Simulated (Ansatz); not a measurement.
Ansatz (a first-principles code) input (wB97M-V/def2-TZVPD):

Ansatz 0.2 input:
```yaml
crystal:
  periodic: [false, false, false]
  atoms:
    - {symbol: C, position_ang: [2.95174022, 0.07416999, -0.26875789]}
    - {symbol: C, position_ang: [1.70843588, -0.35512084, 0.50494598]}
    - {symbol: C, position_ang: [0.42237823, 0.25344306, -0.04716085]}
    - {symbol: C, position_ang: [-0.83436432, -0.17528209, 0.73806860]}
    - {symbol: C, position_ang: [-2.11189401, 0.36570354, 0.20598170]}
    - {symbol: O, position_ang: [-2.57499346, -0.07671520, -1.00860608]}
    - {symbol: H, position_ang: [2.88262400, -0.22134468, -1.31842266]}
    - {symbol: H, position_ang: [3.85579767, -0.37623794, 0.14519872]}
    - {symbol: H, position_ang: [3.07673675, 1.15916090, -0.23990767]}
    - {symbol: H, position_ang: [1.81621641, -0.07410780, 1.55778132]}
    - {symbol: H, position_ang: [1.62575247, -1.44705639, 0.49001765]}
    - {symbol: H, position_ang: [0.30399950, -0.02886424, -1.09811990]}
    - {symbol: H, position_ang: [0.49455152, 1.34537663, -0.03192880]}
    - {symbol: H, position_ang: [-0.72976786, 0.13810008, 1.78064872]}
    - {symbol: H, position_ang: [-0.87763531, -1.27396759, 0.75513544]}
    - {symbol: H, position_ang: [-2.41809133, 1.38547922, 0.39883567]}
    - {symbol: H, position_ang: [-2.24801234, -0.97029870, -1.16885518]}
basis:
  gaussian:
    orbitals: def2-TZVPD
hamiltonian:
  xc: {name: wB97M-V}
magnetization: {spin_polarized: true, initial_magnetization: 1}
output: {forces: true}
```

End of the output:

```
0.52 GiB of the device are held for the grids
2.38 GiB of device memory are held for the factors and their scratch space
mean field: 3.76 GiB planned
mean field evaluation 1: about -7401.9651 eV, gradient 4.1e1 eV
mean field evaluation 2: about -7404.8958 eV, gradient 3.3e1 eV
mean field evaluation 4: about -7409.2217 eV, gradient 2.0e0 eV
mean field evaluation 8: about -7409.2507 eV, gradient 1.5e-1 eV
mean field evaluation 16: about -7409.1976 eV, gradient 8.7e-3 eV
mean field -7409.19757678 eV, -272.2829888122 hartree, gradient 3.3e-5 eV, S^2 0.753123; 0 other end points of the search recorded, 0 dependent functions left out
the calculation of the forces begins
reference -7409.19765252 eV, -272.2829915956 hartree; 25, 24 occupied and 299, 300 virtual orbitals, 1615 factors
Total energy: -7409.19765252 eV, -272.2829915956 hartree
Atom 0 at     2.951740     0.074170    -0.268758 Å, force    -0.040875    -0.001623     0.007946 eV/Å
Atom 1 at     1.708436    -0.355121     0.504946 Å, force    -0.025450     0.005310    -0.002520 eV/Å
Atom 2 at     0.422378     0.253443    -0.047161 Å, force    -0.041375    -0.009170     0.021990 eV/Å
Atom 3 at    -0.834364    -0.175282     0.738069 Å, force     0.098236    -0.046026    -0.015265 eV/Å
Atom 4 at    -2.111894     0.365704     0.205982 Å, force     0.001983     0.043776    -0.155856 eV/Å
Atom 5 at    -2.574993    -0.076715    -1.008606 Å, force     0.073745    -0.027280     0.128431 eV/Å
Atom 6 at     2.882624    -0.221345    -1.318423 Å, force    -0.008298     0.003350     0.025266 eV/Å
Atom 7 at     3.855798    -0.376238     0.145199 Å, force    -0.032353     0.012192    -0.009783 eV/Å
Atom 8 at     3.076737     1.159161    -0.239908 Å, force    -0.012873    -0.023198     0.003919 eV/Å
Atom 9 at     1.816216    -0.074108     1.557781 Å, force    -0.008128     0.001349    -0.016478 eV/Å
Atom 10 at     1.625752    -1.447056     0.490018 Å, force    -0.005062     0.016817    -0.004555 eV/Å
Atom 11 at     0.303999    -0.028864    -1.098120 Å, force     0.008250    -0.003817    -0.003990 eV/Å
Atom 12 at     0.494552     1.345377    -0.031929 Å, force     0.005026    -0.003223     0.004125 eV/Å
Atom 13 at    -0.729768     0.138100     1.780649 Å, force    -0.004121    -0.001811    -0.018193 eV/Å
Atom 14 at    -0.877635    -1.273968     0.755135 Å, force     0.002192     0.011790    -0.002610 eV/Å
Atom 15 at    -2.418091     1.385479     0.398836 Å, force    -0.007215    -0.033408     0.012062 eV/Å
Atom 16 at    -2.248012    -0.970299    -1.168855 Å, force    -0.003684     0.054971     0.025509 eV/Å
Dipole moment:     0.302549    -0.185470     0.072070 e Å
```

It need not be the lowest isomer of its formula.
